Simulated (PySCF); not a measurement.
Mapped SMILES: `[CH2:1]=[C:2]1[CH2:3][CH2:4][CH2:5][C@@H:6]([B:7]([CH3:8])[CH3:9])[CH2:10]1`. Hydrogens are named by the atom that carries them. Ha(C3), Ha(C4), Ha(C5), Ha(C10) are cis to B7 on the ring; Ha(C1) is cis to C3; Hb(C3), Hb(C4), Hb(C5), Hb(C10) are trans to B7 on the ring; Hb(C1) is trans to C3.

Method: PBE0-D3(BJ)/def2-SVP geometry, GIAO PBE0/pcSseg-1 shieldings, in PySCF 2.14.0 with density-fitted response routines (non-relativistic Hamiltonian, a single conformation, in vacuum, equivalent nuclei averaged).

Q: Predict the 2D correlation tables (HSQC, COSY, HMBC).

A: 

HSQC (one-bond C–H):
```tsv
δH	δC
4.97 (Hb(C1))	114.0 (C1)
4.95 (Ha(C1))	114.0 (C1)
2.17 (Hb(C3))	38.6 (C3)
1.94 (Ha(C3))	38.6 (C3)
1.93 (Hb(C10))	36.7 (C10)
1.69 (Ha(C4))	31.6 (C4)
1.43 (Hb(C5))	30.2 (C5)
1.34 (Ha(C10))	36.7 (C10)
1.32 (Ha(C5))	30.2 (C5)
1.25 (Hb(C4))	31.6 (C4)
1.21 (H(C6))	42.1 (C6)
0.88 (H(C8)/H(C9))	14.1 (C8/C9)
```

COSY cross peaks (H two or three bonds apart, from the bond graph; peaks can be absent where the dihedral angle is near 90°):
```tsv
δH	δH
4.97 (Hb(C1))	4.95 (Ha(C1))
2.17 (Hb(C3))	1.94 (Ha(C3))
2.17 (Hb(C3))	1.69 (Ha(C4))
2.17 (Hb(C3))	1.25 (Hb(C4))
1.94 (Ha(C3))	1.69 (Ha(C4))
1.94 (Ha(C3))	1.25 (Hb(C4))
1.93 (Hb(C10))	1.34 (Ha(C10))
1.93 (Hb(C10))	1.21 (H(C6))
1.69 (Ha(C4))	1.43 (Hb(C5))
1.69 (Ha(C4))	1.32 (Ha(C5))
1.69 (Ha(C4))	1.25 (Hb(C4))
1.43 (Hb(C5))	1.32 (Ha(C5))
1.43 (Hb(C5))	1.25 (Hb(C4))
1.43 (Hb(C5))	1.21 (H(C6))
1.34 (Ha(C10))	1.21 (H(C6))
1.32 (Ha(C5))	1.25 (Hb(C4))
1.32 (Ha(C5))	1.21 (H(C6))
```

HMBC (two and three bonds, from the bond graph):
```tsv
δH	δC
4.97 (Hb(C1))	158.6 (C2), 38.6 (C3), 36.7 (C10)
4.95 (Ha(C1))	158.6 (C2), 38.6 (C3), 36.7 (C10)
2.17 (Hb(C3))	158.6 (C2), 114.0 (C1), 36.7 (C10), 31.6 (C4), 30.2 (C5)
1.94 (Ha(C3))	158.6 (C2), 114.0 (C1), 36.7 (C10), 31.6 (C4), 30.2 (C5)
1.93 (Hb(C10))	158.6 (C2), 114.0 (C1), 42.1 (C6), 38.6 (C3), 30.2 (C5)
1.69 (Ha(C4))	158.6 (C2), 42.1 (C6), 38.6 (C3), 30.2 (C5)
1.43 (Hb(C5))	42.1 (C6), 38.6 (C3), 36.7 (C10), 31.6 (C4)
1.34 (Ha(C10))	158.6 (C2), 114.0 (C1), 42.1 (C6), 38.6 (C3), 30.2 (C5)
1.32 (Ha(C5))	42.1 (C6), 38.6 (C3), 36.7 (C10), 31.6 (C4)
1.25 (Hb(C4))	158.6 (C2), 42.1 (C6), 38.6 (C3), 30.2 (C5)
1.21 (H(C6))	158.6 (C2), 36.7 (C10), 31.6 (C4), 30.2 (C5), 14.1 (C8/C9)
0.88 (H(C8)/H(C9))	42.1 (C6), 14.1 (C8/C9)
```

Scale: 1H, 13C vs TMS (reference shieldings calculated alike).

Short H···H contacts in this conformer between protons four or more bonds apart (candidates for NOE cross peaks, intensity ∝ r⁻⁶): Hb(C1)···Hb(C10) 2.39 Å, Ha(C1)···Hb(C3) 2.40 Å, Ha(C5)···H(C9) 2.53 Å, Hb(C4)···H(C6) 2.58 Å, H(C8)···Hb(C10) 2.60 Å, Ha(C3)···Ha(C5) 2.61 Å.

A carbon bonded to boron is broadened by the quadrupolar boron nucleus and is often missing from a measured spectrum. Shifts are as computed. Against solution values, carbons near 30 ppm lie about +2 ppm off and those near 130 ppm about +5 ppm. Of 1211 compounds with measured shifts, 218 miss one by over three times the rms of a fit or turn the order of signals round; such compounds aren't used in these exercises.
